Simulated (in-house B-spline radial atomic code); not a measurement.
Orbital energies and mean radii along the 11-electron series, configuration [Ne] 3s1. The effective charge is n√(-2ε), a non-relativistic measure. Computed with a B-spline radial code for spherical atoms: Dirac-Hartree-Fock, average of the configuration, finite nuclei.

```
  ion   Z  energy of 3s1/2 (Eh)  mean radius of 3s1/2 (bohr)  energy of 2s1/2 (Eh)  mean radius of 2s1/2 (bohr)  energy of 1s1/2 (Eh)  mean radius of 1s1/2 (bohr)  energy of 2p1/2 (Eh)  mean radius of 2p1/2 (bohr)  effective charge of 3s1/2
Ta62+  73               -253.97                      0.18548               -617.18                     0.077031               -2689.2                     0.018645               -599.55                     0.063821                     67.612
 W63+  74               -262.46                      0.18228               -637.73                     0.075672              -2772.72                     0.018328               -619.73                     0.062633                     68.734
Re64+  75                     ?                            ?                     ?                            ?                     ?                            ?                     ?                            ?                          ?
Os65+  76               -279.97                      0.17612               -680.18                     0.073053              -2944.69                     0.017718                -661.4                     0.060341                      70.99
Ir66+  77                  -289                      0.17315               -702.08                      0.07179              -3033.19                     0.017422               -682.92                     0.059235                     72.125
Pt67+  78                     ?                            ?                     ?                            ?                     ?                            ?                     ?                            ?                          ?
Au68+  79                     ?                            ?                     ?                            ?                     ?                            ?                     ?                            ?                          ?
Hg69+  80               -317.17                       0.1647               -770.64                     0.068171              -3309.06                     0.016575               -750.26                     0.056065                     75.558
Tl70+  81               -326.94                      0.16201               -794.48                     0.067017              -3404.58                     0.016304               -773.68                     0.055054                     76.713
Pb71+  82                -336.9                      0.15939               -818.82                     0.065888              -3501.93                     0.016038                -797.6                     0.054064                     77.873
Bi72+  83               -347.06                      0.15682               -843.68                     0.064783              -3601.16                     0.015778               -822.03                     0.053094                     79.038
```

(1) Fill in the row of Re64+.

(2) Fill in the row of Pt67+.

(3) Fill in the row of Au68+.

(4) How does the screening of 3s1/2 change?

Results:

(1) energy of 3s1/2 (Eh): -271.13; mean radius of 3s1/2 (bohr): 0.17916; energy of 2s1/2 (Eh): -658.73; mean radius of 2s1/2 (bohr): 0.074347; energy of 1s1/2 (Eh): -2857.88; mean radius of 1s1/2 (bohr): 0.018019; energy of 2p1/2 (Eh): -640.34; mean radius of 2p1/2 (bohr): 0.061473; effective charge of 3s1/2: 69.859.

(2) energy of 3s1/2 (Eh): -298.2; mean radius of 3s1/2 (bohr): 0.17027; energy of 2s1/2 (Eh): -724.46; mean radius of 2s1/2 (bohr): 0.070556; energy of 1s1/2 (Eh): -3123.4; mean radius of 1s1/2 (bohr): 0.017134; energy of 2p1/2 (Eh): -704.89; mean radius of 2p1/2 (bohr): 0.058155; effective charge of 3s1/2: 73.264.

(3) energy of 3s1/2 (Eh): -307.59; mean radius of 3s1/2 (bohr): 0.16745; energy of 2s1/2 (Eh): -747.31; mean radius of 2s1/2 (bohr): 0.06935; energy of 1s1/2 (Eh): -3215.35; mean radius of 1s1/2 (bohr): 0.016851; energy of 2p1/2 (Eh): -727.34; mean radius of 2p1/2 (bohr): 0.057098; effective charge of 3s1/2: 74.409.

(4) Z less the effective charge goes from 5.39 at Z = 73 to 3.96 at Z = 83.
